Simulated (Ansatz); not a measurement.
Problem. Name a neutral molecule of Al, N, Si and H with LUMO energy (B3LYP/def2-TZVPP) between -1.35 and -1.05 eV and HOMO–LUMO gap (B3LYP/def2-TZVPP) between 4.90 and 5.20 eV (Ansatz, PBE0-D4/def2-TZVP geometry).

Solution. `[NH]1[AlH][SiH2]1` (-1.26 eV, 5.05 eV); `[NH2][Al]1[NH][SiH2]1` (-1.12 eV, 5.08 eV). Other molecules can fit too; these were computed, each in one conformer that needn't be the lowest.

B3LYP here is the variant with VWN-RPA as its local correlation; programs differ in this.
